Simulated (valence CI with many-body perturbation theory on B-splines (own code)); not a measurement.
**E1 line list for Cr10+**

Calculated by relativistic CI+MBPT: four valence electrons over a frozen Dirac-Fock core [Ne], a basis of 11 s, 11 p, 9 d, 7 f, 5 g, 2 h, 1 i functions for each j, with the one-electron correlation potential Σ1 (screened to all orders), the two-electron term Σ2, the three-electron term Σ3, Breit, model QED; selected single and double excitations, second order for the rest, scaled by the run's own slope (own B-spline code, finite nucleus).

No measured spectrum was set against this ion. As an estimate, levels of excited configurations hold to 0.05 to 0.15 % of their energy, terms of the ground configuration to about 0.5 %.

Lines 1 to 50 of 226 in falling wavelength, among levels below 703980 cm⁻¹, chosen from the strongest by gf and those to the six lowest levels. Wavelengths and rates use the calculated energies, so an error of 200 cm⁻¹ moves a line at 70.87 nm by 0.14 % and its rate by three times that or more. Electric multipoles are in the length gauge, E1 and E2 with the static RPA response of the core. Weak lines are less certain than strong ones. Lines between different terms over intervals too small for the method are left out, as are lines whose strength nearly cancels. The highest levels of a list are the least certain.

Names give the largest LS component (configuration and term), which can be under half, so a name can repeat, a term be missing and a line seem to break the LS rules; names also repeat where a configuration has a term twice. Letters in brackets count levels of one name in rising energy.

```
λ vac (nm)               Upper                Lower   A (s⁻¹)  S (a.u.) with core polarisation  S without
     70.87        3s.3p3 5S°_2         3s2.3p2 1D_2  5.52e+04                         4.85e-05   5.04e-05
     66.50  3s.3p2.3d 3F_4 [a]      3s2.3p.3d 3D°_3  6.50e+07                         8.49e-02   8.87e-02
     63.64            3p4 3P_2         3s.3p3 3S°_1  3.76e+08                         2.39e-01   2.50e-01
     62.79            3p4 1D_2         3s.3p3 1P°_1  2.65e+08                         1.62e-01   1.69e-01
     60.57            3p4 3P_1         3s.3p3 3S°_1  4.18e+08                         1.37e-01   1.43e-01
     60.17        3s.3p3 5S°_2         3s2.3p2 3P_2  3.69e+06                         1.98e-03   2.06e-03
     59.82        3s.3p3 3D°_1         3s2.3p2 1S_0  1.09e+06                         3.46e-04   3.61e-04
     57.91        3s.3p3 5S°_2         3s2.3p2 3P_1  1.96e+06                         9.38e-04   9.77e-04
     56.13      3s.3p2.3d 1G_4      3s2.3p.3d 1F°_3  2.29e+08                         1.80e-01   1.88e-01
     49.18        3s.3p3 3P°_1         3s2.3p2 1S_0  1.03e+07                         1.82e-03   1.89e-03
     48.72        3s.3p3 3D°_1         3s2.3p2 1D_2  1.20e+07                         2.05e-03   2.13e-03
     48.70        3s.3p3 3D°_2         3s2.3p2 1D_2  5.35e+06                         1.53e-03   1.59e-03
     48.35        3s.3p3 3D°_3         3s2.3p2 1D_2  4.10e+07                         1.60e-02   1.67e-02
     48.16  3s.3p2.3d 3F_4 [a]      3s2.3p.3d 3F°_4  2.88e+08                         1.43e-01   1.49e-01
     47.67  3s.3p2.3d 3F_3 [a]      3s2.3p.3d 3F°_3  3.21e+08                         1.20e-01   1.25e-01
     47.32  3s.3p2.3d 3F_2 [a]      3s2.3p.3d 3F°_2  3.73e+08                         9.74e-02   1.01e-01
     46.46  3s.3p2.3d 3D_2 [a]      3s2.3p.3d 3D°_2  3.78e+08                         9.35e-02   9.74e-02
     46.44  3s.3p2.3d 3D_3 [a]      3s2.3p.3d 3D°_3  4.91e+08                         1.70e-01   1.77e-01
     46.15  3s.3p2.3d 3D_1 [a]      3s2.3p.3d 3D°_1  4.13e+08                         6.01e-02   6.26e-02
     44.33            3p4 1D_2         3s.3p3 1D°_2  3.46e+09                         7.45e-01   7.75e-01
     44.09            3p4 1S_0         3s.3p3 1P°_1  5.62e+09                         2.38e-01   2.47e-01
     43.41        3s.3p3 3D°_1         3s2.3p2 3P_2  9.43e+06                         1.14e-03   1.19e-03
     43.39        3s.3p3 3D°_2         3s2.3p2 3P_2  7.43e+07                         1.50e-02   1.56e-02
     43.12        3s.3p3 3D°_3         3s2.3p2 3P_2  1.02e+09                         2.82e-01   2.94e-01
     42.83      3s.3p2.3d 1F_3  3s2.3p.3d 3P°_2 [b]  7.17e+08                         1.95e-01   2.03e-01
     42.52            3p4 3P_2         3s.3p3 3P°_2  5.06e+08                         9.60e-02   1.00e-01
     42.23        3s.3p3 3D°_1         3s2.3p2 3P_1  3.14e+08                         3.50e-02   3.65e-02
     42.21        3s.3p3 3D°_2         3s2.3p2 3P_1  1.08e+09                         2.01e-01   2.10e-01
     41.43        3s.3p3 3P°_1         3s2.3p2 1D_2  2.92e+07                         3.08e-03   3.20e-03
     41.38      3s.3p2.3d 1F_3  3s2.3p.3d 3P°_2 [a]  1.26e+09                         3.08e-01   3.20e-01
     41.38        3s.3p3 3P°_2         3s2.3p2 1D_2  3.46e+06                         6.05e-04   6.31e-04
     41.26        3s.3p3 3D°_1         3s2.3p2 3P_0  8.95e+08                         9.31e-02   9.69e-02
     41.18            3p4 1S_0         3s.3p3 3S°_1  1.39e+09                         4.80e-02   4.99e-02
     41.13            3p4 3P_1         3s.3p3 3P°_2  7.70e+08                         7.93e-02   8.27e-02
     40.71            3p4 3P_0         3s.3p3 3P°_1  1.25e+09                         4.16e-02   4.34e-02
     40.49  3s.3p2.3d 3D_2 [b]      3s2.3p.3d 3D°_1  3.09e+08                         5.06e-02   5.27e-02
     40.26  3s.3p2.3d 3D_3 [b]      3s2.3p.3d 3D°_2  2.59e+08                         5.84e-02   6.08e-02
     39.89  3s.3p2.3d 3D_1 [b]      3s2.3p.3d 3P°_0  7.05e+08                         6.63e-02   6.89e-02
     39.77  3s.3p2.3d 3P_1 [b]      3s2.3p.3d 3D°_2  4.15e+08                         3.86e-02   4.01e-02
     39.43  3s.3p2.3d 3P_2 [b]      3s2.3p.3d 3D°_3  8.07e+08                         1.22e-01   1.27e-01
     39.37  3s.3p2.3d 3P_2 [b]      3s2.3p.3d 3D°_2  2.71e+08                         4.09e-02   4.24e-02
     39.36  3s.3p2.3d 3D_1 [b]      3s2.3p.3d 3P°_1  7.52e+08                         6.79e-02   7.06e-02
     39.09  3s.3p2.3d 3D_2 [b]      3s2.3p.3d 3P°_1  7.38e+08                         1.09e-01   1.13e-01
     39.07      3s.3p2.3d 1P_1  3s2.3p.3d 3P°_2 [b]  1.59e+09                         1.40e-01   1.46e-01
     38.85  3s.3p2.3d 3D_3 [b]  3s2.3p.3d 3P°_2 [b]  1.09e+09                         2.20e-01   2.29e-01
     38.77  3s.3p2.3d 3F_3 [b]  3s2.3p.3d 3P°_2 [a]  2.29e+08                         4.62e-02   4.80e-02
     38.43  3s.3p2.3d 3P_2 [a]         3s.3p3 3S°_1  6.34e+08                         8.88e-02   9.23e-02
     38.33  3s.3p2.3d 3P_0 [b]      3s2.3p.3d 3P°_1  1.68e+09                         4.66e-02   4.84e-02
     38.14  3s.3p2.3d 3D_2 [b]  3s2.3p.3d 3P°_2 [a]  4.10e+08                         5.62e-02   5.84e-02
     38.04      3s.3p2.3d 3G_4      3s2.3p.3d 3F°_4  2.10e+08                         5.13e-02   5.33e-02
```
